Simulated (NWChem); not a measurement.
C₃H₂BFO; SMILES C#CB(F)C=O

```xyz
8

C      1.0398    -2.2190     0.0000
C      0.3140    -1.2453     0.0000
B     -0.5520    -0.0044     0.0000
F     -1.8794    -0.0992     0.0000
C      0.0665     1.4792     0.0000
O      1.2660     1.6958     0.0000
H      1.6775    -3.0758     0.0000
H     -0.6521     2.3353     0.0000
```
Atoms are numbered in this order, from 1.

Computed with NWChem. Medium grid unless said otherwise, to which SCAN and Minnesota functionals are sensitive. Structure relaxed at the B3LYP/6-31G* (spherical d) level. Hybrids' shares of exact exchange are those that their runs print; pure functionals count as 0. The functionals differ in more than this share.

```csv
row,share of exact exchange,orbital gap (eV)
PBE/def2-SVP,0.00,1.69
r2SCAN/def2-SVP,0.00,2.21
B3LYP/def2-SVP,0.20,3.90
B97-2/def2-SVP,0.21,4.05
PW6B95/def2-SVP,0.28,4.58
BHandHLYP/def2-SVP,0.50,withheld
```

Task: Fit a straight line of the last column on the one before it, predict the withheld value, and compare with the run.

Result: 
1. Means of the 5 shown rows: x = 0.138, y = 3.286. Slope Σ(x − x̄)(y − ȳ)/Σ(x − x̄)² = 0.6456/0.06728 = 9.595; intercept 1.962.
2. The shown rows scatter about the line by 0.171 (root mean square); the largest residual is -0.27, at PBE/def2-SVP.
3. At x = 0.50 (BHandHLYP/def2-SVP; beyond the shown range) the line gives 6.76.
4. The run gives 7.11, +0.35 from the line, 2.0 times the scatter.
